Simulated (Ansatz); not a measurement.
This geometry of BCl2F + FH (6 atoms, charge 0, multiplicity 1) is a first-order saddle point.

These are results of RKS PBE-D4/def2-SVP (Ansatz), not measurements.

```xyz
6
Properties=species:S:1:pos:R:3
B 0.097 -0.217 0.029
Cl 0.077 0.230 2.005
Cl 1.543 0.371 -0.805
F -1.109 -0.038 -0.502
F 0.252 -1.733 0.446
H 0.211 -1.277 1.508
```

(1) Which two structures does it join? (They come from a converged band through this point; their orientation in space is the band's.)

(2) How far does it lie above each of them?

## Answers

(1) Bonds broken: B1–Cl2, F5–H6. Bonds formed: B1–F5, Cl2–H6. BCl2F + FH becomes BClF2 + ClH.

Initial state:

```xyz
6
Properties=species:S:1:pos:R:3
B 0.054 0.212 0.080
Cl 0.034 0.554 1.834
Cl 1.520 0.457 -0.845
F -1.099 -0.005 -0.525
F 0.306 -2.116 0.632
H 0.258 -1.766 1.506
```

Final state:

```xyz
6
Properties=species:S:1:pos:R:3
B 0.112 -0.439 -0.507
Cl 0.076 0.096 2.578
Cl 1.525 0.487 -0.972
F -1.106 0.041 -0.688
F 0.250 -1.681 -0.046
H 0.216 -1.167 2.315
```

(2) 0.279 eV above the first and 0.915 eV above the second. This is the barrier of this one path; another mechanism may lie lower. The orbitals stay closed-shell, which can raise the energy where a bond breaks towards radicals; this wasn't checked here.

Time of the run: 3.2 min on 1 thread of Arm Neoverse V1, with other jobs on the host, peak memory 0.15 GiB.
